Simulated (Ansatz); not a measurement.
`BCBF`. Charge 0, multiplicity 1.

```json
{"atom": "B1", "x (Å)": "1.0041", "y (Å)": "-0.3091", "z (Å)": "-0.7916"}
{"atom": "C2", "x (Å)": "-0.3879", "y (Å)": "-0.4737", "z (Å)": "-0.1312"}
{"atom": "B3", "x (Å)": "-0.6189", "y (Å)": "0.6876", "z (Å)": "0.8817"}
{"atom": "F4", "x (Å)": "-0.6539", "y (Å)": "0.4330", "z (Å)": "2.1815"}
{"atom": "H5", "x (Å)": "1.2300", "y (Å)": "0.6422", "z (Å)": "-1.4832"}
{"atom": "H6", "x (Å)": "1.8777", "y (Å)": "-1.1051", "z (Å)": "-0.6056"}
{"atom": "H7", "x (Å)": "-1.1225", "y (Å)": "-0.2553", "z (Å)": "-0.9231"}
{"atom": "H8", "x (Å)": "-0.5647", "y (Å)": "-1.4506", "z (Å)": "0.3201"}
{"atom": "H9", "x (Å)": "-0.7640", "y (Å)": "1.8311", "z (Å)": "0.5513"}
```

Task: What are the harmonic wavenumbers in cm⁻¹ at PBE0-D4/def2-TZVP (Ansatz, finite differences of forces, unscaled)? (Best estimate.)

Result: Ansatz gave: 73, 166, 246, 416, 692, 736, 822, 949, 1010, 1039, 1085, 1115, 1140, 1250, 1355, 1415, 2577, 2615, 2659, 3010, 3134.

Task: Is this a minimum?

Result: Yes, all 21 modes are real.

Task: Give the ideal-gas thermochemistry at 298.15 K and 1 bar (rigid rotor, harmonic oscillator; point group C1, symmetry number 1).

Result: Zero-point energy 164.5 kJ/mol; H(298) − E = 181.5 kJ/mol; entropy 304.9 J/(mol·K), of which translation 159.4, rotation 101.4, vibration 44.1; G(298) − E = 90.6 kJ/mol. Modes under 100 cm⁻¹ are hindered rotations or soft bends, so the harmonic entropy is rough.
